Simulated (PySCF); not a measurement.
PySCF job for F5Sb, SMILES [F][Sb]([F])([F])([F])[F] (connectivity only; charge and spin as stated), charge -1, multiplicity 2, PBE-D3(BJ)/def2-SVPD. Coordinates come from a PBE-D3(BJ)/def2-SVPD optimisation. The multiplicity is an assumed one; no other spin state was optimised. The isomer is the one that the SMILES or the coordinates give; other isomers of the formula were not compared. The def2 effective core potentials stand for the cores of Sb; spin–orbit coupling is left out.

```python
import numpy as np
from pyscf import gto, scf, dft, df
from pyscf.hessian import thermo

mol = gto.M(
    atom='''
    Sb   -0.00000000    0.00000000   -0.15219904
    F     1.44468462   -1.44468462   -0.23877556
    F    -1.44468462    1.44468462   -0.23877555
    F     0.00000001   -0.00000001    1.81756347
    F     1.44468462    1.44468462   -0.23877556
    F    -1.44468462   -1.44468462   -0.23877556
    ''',
    basis='def2-SVPD',
    ecp={'Sb': 'def2-svp'},
    charge=-1,
    spin=1,
    max_memory=1600,
    verbose=3,
)
mf = dft.UKS(mol, xc='pbe').density_fit(auxbasis='def2-universal-jkfit')
mf.disp = 'd3bj'
mf.grids.level = 3
mf.conv_tol = 1e-11
mf.max_cycle = 100
mf.kernel()
fine, coarse = mf.grids, dft.Grids(mol).set(level=1).build(with_non0tab=True)
for _ in range(3):  # follow internal instabilities
    mf.grids = coarse
    mo, _, stable, _ = mf.stability(return_status=True, nroots=4)
    mf.grids = fine
    if stable:
        break
    mf.kernel(mf.make_rdm1(mo, mf.mo_occ))

# [left out here: the lines that compute and print the analytic Hessian (its translational invariance restored by hand, since the grid's response is missing), thermochemistry and intensities]
```

Log of the run:

```

WARN: HOMO -0.786880620128527 >= LUMO -0.786880620128527

converged SCF energy = -738.853965630877  <S^2> = 0.7516727  2S+1 = 2.001672
<class 'pyscf.df.df_jk.DFUKS'> wavefunction is stable in the internal stability analysis

WARN: DFTD3 does not support analytical Hessian, using finite difference


WARN: Mole.unit (angstrom) is changed to Bohr

Mode                                 0                   1                   2
Irrep
Freq [cm^-1]                       75.6103            141.3917            141.3917
Reduced mass [au]                  18.9984             19.7525             19.7525
Force const [Dyne/A]                0.0640              0.2327              0.2327
Char temp [K]                     108.7863            203.4312            203.4312
Normal mode                   x     y     z       x     y     z       x     y     z
       0  Sb                 0.00  0.00  0.00    0.01 -0.01  0.00   -0.01 -0.01  0.00
       1   F                 0.00 -0.00  0.11    0.02 -0.02  0.05    0.10  0.10 -0.00
       2   F                -0.00  0.00  0.11    0.02 -0.02 -0.05    0.10  0.10  0.00
       3   F                -0.00 -0.00 -0.00    0.06 -0.06  0.00   -0.06 -0.06  0.00
       4   F                -0.00 -0.00 -0.11   -0.10  0.10 -0.00   -0.02 -0.02 -0.05
       5   F                 0.00  0.00 -0.11   -0.10  0.10  0.00   -0.02 -0.02  0.05
Mode                                 3                   4                   5
Irrep
Freq [cm^-1]                      153.8488            197.0848            203.7050
Reduced mass [au]                  25.0367             18.9984             20.8098
Force const [Dyne/A]                0.3492              0.4348              0.5088
Char temp [K]                     221.3542            283.5611            293.0861
Normal mode                   x     y     z       x     y     z       x     y     z
       0  Sb                -0.00  0.00  0.05   -0.00  0.00  0.00   -0.02  0.02 -0.00
       1   F                 0.00 -0.00 -0.09   -0.08 -0.08  0.00   -0.03  0.03  0.08
       2   F                -0.00  0.00 -0.09    0.08  0.08 -0.00   -0.03  0.03 -0.08
       3   F                 0.00  0.00  0.06    0.00 -0.00  0.00    0.11 -0.11 -0.00
       4   F                 0.00  0.00 -0.09   -0.08  0.08 -0.00    0.04 -0.04 -0.00
       5   F                -0.00 -0.00 -0.09    0.08 -0.08 -0.00    0.04 -0.04  0.00
Mode                                 6                   7                   8
Irrep
Freq [cm^-1]                      203.7050            447.5389            462.5211
Reduced mass [au]                  20.8098             18.9984             19.0069
Force const [Dyne/A]                0.5088              2.2420              2.3957
Char temp [K]                     293.0862            643.9089            665.4649
Normal mode                   x     y     z       x     y     z       x     y     z
       0  Sb                -0.02 -0.02 -0.00    0.00 -0.00 -0.00   -0.00  0.00  0.00
       1   F                 0.04  0.04  0.00   -0.08  0.08  0.00    0.08 -0.08  0.00
       2   F                 0.04  0.04 -0.00    0.08 -0.08  0.00   -0.08  0.08  0.00
       3   F                 0.11  0.11 -0.00   -0.00  0.00  0.00    0.00 -0.00 -0.02
       4   F                -0.03 -0.03  0.08    0.08  0.08 -0.00    0.08  0.08  0.00
       5   F                -0.03 -0.03 -0.08   -0.08 -0.08 -0.00   -0.08 -0.08  0.00
Mode                                 9                  10                  11
Irrep
Freq [cm^-1]                      471.3564            471.3564            557.2029
Reduced mass [au]                  24.8521             24.8521             21.7934
Force const [Dyne/A]                3.2532              3.2532              3.9866
Char temp [K]                     678.1769            678.1769            801.6909
Normal mode                   x     y     z       x     y     z       x     y     z
       0  Sb                 0.03 -0.03  0.00   -0.03 -0.03 -0.00   -0.00  0.00 -0.04
       1   F                -0.10  0.10  0.00    0.01  0.01 -0.00    0.01 -0.01  0.00
       2   F                -0.10  0.10 -0.00    0.01  0.01  0.00   -0.01  0.01  0.00
       3   F                -0.01  0.01 -0.00    0.01  0.01  0.00    0.00 -0.00  0.21
       4   F                -0.01  0.01 -0.00    0.10  0.10 -0.00    0.01  0.01  0.00
       5   F                -0.01  0.01  0.00    0.10  0.10  0.00   -0.01 -0.01  0.00
temperature 298.1500 [K]
pressure 101325.00 [Pa]
Rotational constants [GHz] 2.21171 2.21171 1.59318
Symmetry number 4
Zero-point energy (ZPE) 0.00803 [Eh]   21094.428 [J/mol]
                           tot       elec      trans        rot        vib
Entropy [J/mol/K]       380.214      5.763    175.828    106.100     92.523
Cv [J/mol/K]            107.164      0.000     12.472     12.472     82.221
Cp [J/mol/K]            115.479      0.000     20.786     12.472     82.221
Internal energy [J/mol]                      3718.434   3718.434  35817.725
Internal energy [Eh]   -738.83749  -738.85397
Enthalpy [J/mol]                             6197.391   3718.434  35817.725
Enthalpy [Eh]          -738.83655
Gibbs free energy [J/mol]                  -46225.719 -27915.280   8231.909
Gibbs free energy [Eh] -738.87972
mode   freq/cm-1   IR/(km/mol)
   1       75.61         0.000
   2      141.39         3.105
   3      141.39         3.105
   4      153.85        25.602
   5      197.08         0.000
   6      203.71         8.540
   7      203.71         8.540
   8      447.54         0.000
   9      462.52         0.900
  10      471.36       200.783
  11      471.36       200.783
  12      557.20        90.050
max |gradient| / (hartree/bohr): 8.385840176340638e-05
APT charges: [ 2.2844 -0.6579 -0.6579 -0.6528 -0.6579 -0.6579]
```

The run converged.
